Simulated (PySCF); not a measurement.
Orbital levels and atomic charges

System: C22H14B2 (graphitic B, N-doped PAH), SMILES C1=CB2C=C3B(C=C2C=C1)C=c1ccc2cccc4ccc3c1c42.

Cartesian coordinates (Å):
```
  1 C     5.7618    1.5725    0.2773
  2 C     4.4780    2.0105    0.2120
  3 B     3.3457    0.9898    0.1594
  4 C     1.8233    1.3384    0.0825
  5 C     0.8694    0.3709    0.0414
  6 B     1.3247   -1.1228    0.0698
  7 C     2.8408   -1.4797    0.1461
  8 C     3.7857   -0.5026    0.1872
  9 C     5.1931   -0.8034    0.2582
 10 C     6.1147    0.1834    0.3002
 11 C     0.2295   -2.1557    0.0195
 12 C    -1.0945   -1.7834   -0.0469
 13 C    -2.1160   -2.7887   -0.0919
 14 C    -3.4274   -2.4865   -0.1573
 15 C    -3.8659   -1.1253   -0.1852
 16 C    -5.2143   -0.8055   -0.2525
 17 C    -5.6377    0.5207   -0.2790
 18 C    -4.7146    1.5341   -0.2383
 19 C    -3.3366    1.2519   -0.1698
 20 C    -2.3761    2.2801   -0.1269
 21 C    -1.0451    1.9855   -0.0596
 22 C    -0.5659    0.6607   -0.0310
 23 C    -1.5022   -0.3898   -0.0729
 24 C    -2.8895   -0.0933   -0.1424
 25 H     6.5871    2.2756    0.3156
 26 H     4.3203    3.0835    0.2004
 27 H     1.5418    2.3870    0.0621
 28 H     3.1633   -2.5190    0.1680
 29 H     5.5026   -1.8421    0.2769
 30 H     7.1677   -0.0602    0.3535
 31 H     0.4254   -3.2225    0.0339
 32 H    -1.7919   -3.8206   -0.0714
 33 H    -4.1777   -3.2641   -0.1898
 34 H    -5.9439   -1.6022   -0.2846
 35 H    -6.6928    0.7447   -0.3319
 36 H    -5.0308    2.5671   -0.2580
 37 H    -2.7101    3.3082   -0.1473
 38 H    -0.3419    2.8030   -0.0276
```

Method: B3LYP/6-31G*, gas phase, PySCF, fitting set def2-universal-JFIT up to Ne and JKFIT beyond, grid level 1.

The gap is small, so a closed-shell solution may not be the true ground state; the numbers describe that solution.

Q: Give the orbital energies near the gap.

A: 
```tsv
orbital	eV
HOMO-4	-7.18
HOMO-3	-7.10
HOMO-2	-6.60
HOMO-1	-5.72
HOMO	-5.23
LUMO	-3.46
LUMO+1	-1.73
LUMO+2	-0.80
LUMO+3	-0.18
```

Q: Give the partial charges of the non-hydrogen atoms.

A: 
```tsv
atom	Mulliken	IAO	Hirshfeld
C1	-0.11	-0.07	-0.01
C2	-0.17	-0.28	-0.13
B3	0.10	0.17	0.11
C4	-0.21	-0.16	-0.06
C5	0.02	-0.10	-0.06
B6	0.06	0.15	0.09
C7	-0.21	-0.15	-0.05
C8	0.07	-0.10	-0.06
C9	-0.14	-0.11	-0.03
C10	-0.15	-0.16	-0.05
C11	-0.24	-0.27	-0.13
C12	0.15	0.07	0.03
C13	-0.18	-0.14	-0.04
C14	-0.18	-0.11	-0.02
C15	0.15	0.00	0.00
C16	-0.22	-0.13	-0.03
C17	-0.13	-0.14	-0.04
C18	-0.20	-0.12	-0.03
C19	0.16	0.00	0.00
C20	-0.20	-0.12	-0.03
C21	-0.17	-0.13	-0.04
C22	0.07	0.04	0.02
C23	0.01	-0.02	0.00
C24	0.00	0.00	0.00
```
